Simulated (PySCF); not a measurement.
Spinor energies of Cd³⁹⁺ (cadmium, charge +39)

Start: [He] 2s2 2p5; 2p1/2 filled at m_j = -1/2, +1/2; 2p3/2 filled at m_j = -1/2, +1/2, +3/2. Calculated with PySCF 2.14 in an even-tempered Gaussian basis (17 s from 18 bohr⁻², ratio 2.4; 12 p from 24 bohr⁻², ratio 2.4; 5 d from 88 bohr⁻², ratio 2.6; 4 f from 130 bohr⁻², ratio 2.6): generalised Hartree-Fock with the X2C-1e Hamiltonian and a Gaussian nucleus; one run each with spin-orbit coupling (SO) switched off, then screened by Boettger's factors.

```tsv
spinor shell	electrons	ε, spin-free (eV)	ε, screened SO (eV)	weight of nominal j (screened SO)	rms radius, screened SO (bohr)
1s1/2	2	-29513.1	-29508.3	1.000	0.0348
2s1/2	2	-6481.2	-6479.8	1.000	0.138
2p1/2	2	-6109.8	-6248.3	0.998	0.119
2p3/2	3	-6109.8	-6045.0	0.999	0.124
```

```
   quantity    spin-free  screened SO
E (hartree)  -4100.37191  -4103.64830
        M_J          3/2          3/2
       ⟨J²⟩        3.750        3.750
       ⟨L²⟩        2.000        2.004
       ⟨S²⟩        0.750        0.754
```

Each row is a mean over spinors that exchange with the open shell spreads, by up to 38.651 eV (2s1/2).

Breit and QED terms are absent; they matter most for the inner s and p1/2 levels.

Densities and radii are taken from the X2C orbitals without a picture-change correction, which distorts them close to the nucleus.

Without spin-orbit coupling the j labels of p, d and f shells carry no meaning; the spin-free column gives the mean over the occupied spinors of each nl shell.
